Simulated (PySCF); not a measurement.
PySCF input (M06-2X/6-31G* with LANL2DZ past Ar (5d)):

```python
from pyscf import gto, dft

mol = gto.M(
    atom='''
    Sn   -0.13533936   -0.20004737   -0.10239354
    F    -1.15516598    1.43207805   -0.02636242
    F     0.45204154   -0.53904553    1.70030565
    F     1.45500976    0.21834178   -1.10509022
    ''',
    basis={'default': '6-31g*', 'Sn': 'lanl2dz'},
    ecp={'Sn': 'lanl2dz'},
    charge=0,
    spin=1,
    verbose=4,
)

mf = dft.UKS(mol, xc='m062x')
mf.grids.level = 4
mf.conv_tol = 1e-9
mf.max_cycle = 100
mf.max_memory = 1500
mf.kernel()
if not mf.converged:
    mf = mf.newton()
    mf.kernel(mf.make_rdm1())
mo, _, stable, _ = mf.stability(return_status=True)
if not stable:
    mf.kernel(mf.make_rdm1(mo, mf.mo_occ))
    stable = mf.stability(return_status=True)[2]
mf.dip_moment()
```

Problem. Predict the final energy.

Solution. -302.82372 Eh.
